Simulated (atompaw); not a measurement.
What one change does to a pseudopotential (nickel (Ni), PAW (atompaw))

Ni (Z = 28), PAW, made with atompaw 4.2.0.5 (PBE, scalar-relativistic). Core [Ne], reference 3s2 3p6 3d9 4s1 4p0. Waves: 3s (bound): rc 0.90 bohr; 4s (bound): rc 1.15 bohr; 3p (bound): rc 1.20 bohr; 4p (bound, empty): rc 1.60 bohr; 3d (bound): rc 1.60 bohr; 3d channel at 0.6 Ry: rc 1.60 bohr. Local part: bessel scheme, radius 1.30 bohr. Core correction: smooth core density matched at 1.25 bohr. Augmentation charge: besselshape compensation charge, radius 1.50 bohr; PAW radius 1.60 bohr; waves and projectors: custom polynom vanderbiltortho.

All-electron outer shells of the reference configuration (PBE, scalar-relativistic, ld1.x):

| shell | level (eV) | outermost node (bohr) | outermost maximum (bohr) |
| --- | --- | --- | --- |
| 2s | -976.28 | 0.07 | 0.21 |
| 2p | -839.19 | – | 0.16 |
| 3s | -106.01 | 0.30 | 0.64 |
| 3p | -66.47 | 0.27 | 0.65 |
| 3d | -4.64 | – | 0.64 |
| 4s | -4.49 | 0.93 | 2.35 |
| 4p | -0.75 | 1.02 | 3.69 |

Change: waves 3s (bound); 4s (bound); 3p (bound); 4p (bound); 3d (bound); 3d channel at 0.6 Ry; augmentation besselshape compensation charge, radius 1.50 bohr; PAW radius 1.60 bohr; waves and projectors: bloechl.

Cutoffs: the cutoffs (Ry, on a coarse ladder) from which the occupation-weighted sum of valence levels, in a spherical-Bessel basis at the reference potential, stays within 10 and 1 mRy of its value at 400 Ry; they do not see the model core or the augmentation charge, which bear on the density cutoff.

Problem. What does the change do?

Solution. The potential gets softer (80 Ry and 140 Ry → 80 Ry and 100 Ry); neither file shows a bound ghost.

| quantity | base | changed |
| --- | --- | --- |
| cutoff, loose | 80 Ry | 80 Ry |
| cutoff, tight | 140 Ry | 100 Ry |
| loose cutoff by channel (10 mRy a level) | s 35 Ry, p 45 Ry, d 35 Ry | s 40 Ry, p 50 Ry, d 55 Ry |
| bound ghosts | none | none |
| s: phases at 1.60 bohr within 0.05 rad from the reference energy up to (Ry; the scan ends near 5) | to the end of the scan | to the end of the scan |
| p: phases at 1.60 bohr within 0.05 rad from the reference energy up to (Ry; the scan ends near 5) | to the end of the scan | to the end of the scan |
| d: phases at 1.60 bohr within 0.05 rad from the reference energy up to (Ry; the scan ends near 5) | 5.0 | to the end of the scan |
| lowest overlap eigenvalue by channel | s 0.62, p 0.60, d 0.95 | s 0.53, p 0.77, d 1.00 |

 The cutoffs see the waves, projectors and local potential, not the compensation charge or the core.
